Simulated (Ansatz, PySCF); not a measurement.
This Ansatz (a first-principles code) input computes a BLYP/def2-TZVPD energy:

Ansatz 0.2 input:
```yaml
crystal:
  periodic: [false, false, false]
  atoms:
    - {symbol: Ba, position_ang: [-0.04697795, -0.86986741, -0.32433827]}
    - {symbol: Cl, position_ang: [1.03325575, 1.71937404, -0.37303954]}
    - {symbol: Cl, position_ang: [-0.87850484, 1.14607157, 1.44144796]}
basis:
  gaussian:
    orbitals: def2-TZVPD
hamiltonian:
  xc: {name: BLYP}
total_charge: 1
magnetization: {spin_polarized: true, initial_magnetization: 1}
output: {forces: true}
```

Write an input for the same energy in PySCF and say what it gives.


```python
from pyscf import gto, scf, dft

mol = gto.M(
    atom='''
    Ba   -0.04697795   -0.86986741   -0.32433827
    Cl    1.03325575    1.71937404   -0.37303954
    Cl   -0.87850484    1.14607157    1.44144796
    ''',
    basis='def2-tzvpd',
    ecp='def2-tzvp',
    charge=1,
    spin=1,
    verbose=4,
)

mf = dft.UKS(mol, xc='blyp').density_fit(auxbasis='def2-universal-jkfit')
mf.grids.level = 3
mf.conv_tol = 1e-9
mf.max_cycle = 100
mf.max_memory = 1500
mf.kernel()
if not mf.converged:
    mf = mf.newton()
    mf.kernel(mf.make_rdm1())
for _ in range(2):
    mo, _, stable, _ = mf.stability(return_status=True)
    if stable:
        break
    mf.kernel(mf.make_rdm1(mo, mf.mo_occ))
mf.analyze()
```
It gives -945.75639 Eh, and Ansatz -945.76064 Eh, a difference of 4.25 mEh. That is more than fitting and grids explain: the two runs ended on different electronic states or use different definitions.
